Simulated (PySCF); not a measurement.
PySCF 2.14 output of an unrestricted r2SCAN calculation on a single atom or ion in aug-cc-pV(Q+d)Z with one added diffuse shell each of s, p, d, f, g type (8s7p6d4f3g, 114 functions), with no relativity, point nucleus:

```
SCF conv_tol = 1e-09
number electrons alpha = 9  beta = 6
    J. W. Furness, A. D. Kaplan, J. Ning, J. P. Perdew, and J. Sun.,  J. Phys. Chem. Lett. 11, 8208-8215 (2020)
    J. W. Furness, A. D. Kaplan, J. Ning, J. P. Perdew, and J. Sun.,  J. Phys. Chem. Lett. 11, 9248-9248 (2020)
    J. W. Furness, A. D. Kaplan, J. Ning, J. P. Perdew, and J. Sun.,  J. Phys. Chem. Lett. 11, 8208-8215 (2020)
    J. W. Furness, A. D. Kaplan, J. Ning, J. P. Perdew, and J. Sun.,  J. Phys. Chem. Lett. 11, 9248-9248 (2020)
cycle= 1 E= -340.966619747302  delta_E= -0.00611  |g|= 0.0219  |ddm|= 0.542
cycle= 2 E= -340.966924805086  delta_E= -0.000305  |g|= 0.00447  |ddm|= 0.217
cycle= 3 E= -340.966957618716  delta_E= -3.28e-05  |g|= 0.00211  |ddm|= 0.0252
cycle= 4 E= -340.966962733236  delta_E= -5.11e-06  |g|= 0.000768  |ddm|= 0.0117
cycle= 5 E= -340.966963593789  delta_E= -8.61e-07  |g|= 5.11e-05  |ddm|= 0.00622
cycle= 6 E= -340.966963599663  delta_E= -5.87e-09  |g|= 6.8e-06  |ddm|= 0.000422
cycle= 7 E= -340.966963599746  delta_E= -8.38e-11  |g|= 8.78e-07  |ddm|= 6.1e-05
converged SCF energy = -340.966963599746  <S^2> = 3.7675585  2S+1 = 4.0087697
```

The run itself started from symmetry-adapted Hartree-Fock orbitals and held the occupation by maximum overlap, on a logarithmic radial grid, so the iterations belong to that start.

Problem. Which element, charge and spin multiplicity is this?

Solution. P (phosphorus, neutral), multiplicity 4; the state was [Ne] 3s1 3p4, high-spin 4P determinant (an excited configuration).
